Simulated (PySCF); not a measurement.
PySCF input for C4F5, SMILES FC1C(F)([C](C=1F)F)F (connectivity only; charge and spin as stated), charge +1, multiplicity 1, HF/pcSseg-1. Geometry: B3LYP-D3(BJ)/def2-SVP. The spin state was assumed, not searched. The isomer is the one that the SMILES or the coordinates give; other isomers of the formula were not compared.

```python
import numpy as np
from pyscf import gto, scf, dft
from pyscf.prop.nmr import rhf as nmr

mol = gto.M(
    atom='''
    F     0.00000000    2.25713962    0.25377686
    C    -0.00000000    1.00011415    0.21196879
    C     0.00000000    0.00000000    1.19771358
    F     0.00000000    0.00000001    2.47515309
    C    -0.00000000   -1.00011415    0.21196881
    F     0.00000000   -2.25713962    0.25377688
    C    -0.00000000   -0.00000000   -0.96126209
    F    -1.08700390   -0.00000001   -1.71148311
    F     1.08700390   -0.00000001   -1.71148312
    ''',
    basis='pcSseg-1',
    charge=1,
    spin=0,
    max_memory=1600,
    verbose=3,
)
mf = scf.RHF(mol)
mf.conv_tol = 1e-10
mf.max_cycle = 100
mf.kernel()
n = nmr.NMR(mf)
n.verbose = 2
n.max_cycle_cphf = 60
sigma = n.kernel()
print('atom   isotropic/ppm   span/ppm')
for i, s in enumerate(sigma):
    w = np.linalg.eigvalsh((s + s.T) / 2)
    print(f'{mol.atom_symbol(i):2s}{i + 1:3d} {w.mean():14.3f} {w[2] - w[0]:11.3f}')
```

Program output:

```
converged SCF energy = -648.140578568832
atom   isotropic/ppm   span/ppm
F   1        176.007     457.804
C   2        -29.541     249.721
C   3         39.460     129.157
F   4        326.192     240.381
C   5        -29.541     249.721
F   6        176.007     457.804
C   7         87.628      33.104
F   8        314.413     130.831
F   9        314.413     130.831
```

The calculation finished and met its thresholds.

Cost: around 30 core-seconds (rough).
